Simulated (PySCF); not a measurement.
# UHF on Si⁺ (silicon, charge +1)

Configuration: [Ne] 3s2 3p1, 2P determinant. Calculation: PySCF 2.14, in x2c-SVPall (4s3p1d, 18 functions); scalar relativity by spin-free X2C-1e.

```
Total energy                                                  : -289.067590 hartree
One-electron energy                                           : -396.5265 hartree
Hartree (Coulomb) energy                                      : 127.5882 hartree
Exchange energy                                               : -20.1293 hartree
⟨S²⟩                                                          : 0.7608
⟨L²⟩                                                          : 2.033
Sum of ⟨r⟩                                                    : 11.25 bohr
Sum of ⟨r²⟩                                                   : 20.46 bohr²
Traceless quadrupole moment −½Σ⟨3z² − r²⟩ along its main axis : -2.98 e·bohr²
Langevin diamagnetic susceptibility                           : -16.2 ×10⁻⁶ cm³/mol
Time after the integrals                                      : 0.05 s of wall time on 1 thread of Neoverse-V1 (shared host)
```

```tsv
shell	electrons	mean orbital energy (hartree)	spread (hartree)	rms radius, mean of both spins (bohr)
1s α	1	-69.30907	0	0.129
1s β	1	-69.30308	0	0.129
2s α	1	-6.53876	0	0.613
2s β	1	-6.53177	0	0.613
2p α	3	-4.61490	0.01169	0.599
2p β	3	-4.60259	0.01656	0.599
3s α	1	-0.88413	0	2.25
3s β	1	-0.79725	0	2.25
3p α	1	-0.59219	0	2.72
```

Densities and radii are taken from the X2C orbitals without a picture-change correction, which distorts them close to the nucleus.
